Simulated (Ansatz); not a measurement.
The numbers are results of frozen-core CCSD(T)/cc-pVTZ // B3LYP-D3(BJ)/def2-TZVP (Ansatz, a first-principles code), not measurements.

Ansatz 0.2 input:
```yaml
crystal:
  periodic: [false, false, false]
  atoms:
    - { symbol: B, position_ang: [0.68457, 0.025635, 0.00683] }
    - { symbol: N, position_ang: [-0.701987, -0.02629, -0.007031] }
    - { symbol: H, position_ang: [1.225216, 1.085875, -0.073544] }
    - { symbol: H, position_ang: [1.301281, -0.991262, 0.098775] }
    - { symbol: H, position_ang: [-1.223852, -0.884984, 0.056963] }
    - { symbol: H, position_ang: [-1.285228, 0.791025, -0.081995] }
basis:
  gaussian: { orbitals: cc-pVTZ }
correlation:
  method: ccsd_t
```

Output:

```
Functional definition: HF
655 factors; integrals over basis functions are off by at most 1.3e-3 eV
mean field evaluation 1: about -2216.4886 eV, gradient 3.0e1 eV
mean field evaluation 2: about -2216.4898 eV, gradient 3.0e1 eV
mean field evaluation 4: about -2218.4314 eV, gradient 2.5e0 eV
mean field evaluation 8: about -2218.4518 eV, gradient 7.5e-2 eV
mean field evaluation 16: about -2218.4505 eV, gradient 4.0e-1 eV
mean field -2218.45183725 eV, -81.5266012984 hartree, gradient 2.6e-6 eV, S^2 0.000000; 0 other end points of the search recorded, 0 dependent functions left out
2 core orbitals not correlated
reference -2218.45183725 eV, -81.5266012984 hartree; 6, 6 occupied and 108, 108 virtual orbitals, 655 factors
second order -8.91543108 eV of doubles, -0.00000000 eV of singles
cycle   1  -9.26894752 eV  change   -3.5e-1 eV  update   6.1e-2
cycle   2  -9.50401912 eV  change   -2.4e-1 eV  update   1.9e-2
cycle   3  -9.54534563 eV  change   -4.1e-2 eV  update   9.8e-3
cycle   4  -9.53908211 eV  change    6.3e-3 eV  update   3.2e-3
cycle   5  -9.54000587 eV  change   -9.2e-4 eV  update   1.4e-3
cycle   6  -9.53973354 eV  change    2.7e-4 eV  update   3.1e-4
cycle   7  -9.53967855 eV  change    5.5e-5 eV  update   7.1e-5
cycle   8  -9.53967895 eV  change   -4.0e-7 eV  update   1.9e-5
cycle   9  -9.53967149 eV  change    7.5e-6 eV  update   3.9e-6
perturbative correction -0.33077627 eV, -0.0121558037 hartree
Total energy: -2228.32228501 eV, -81.8893335631 hartree
```

Cost: about 7 core-seconds (a rough figure).
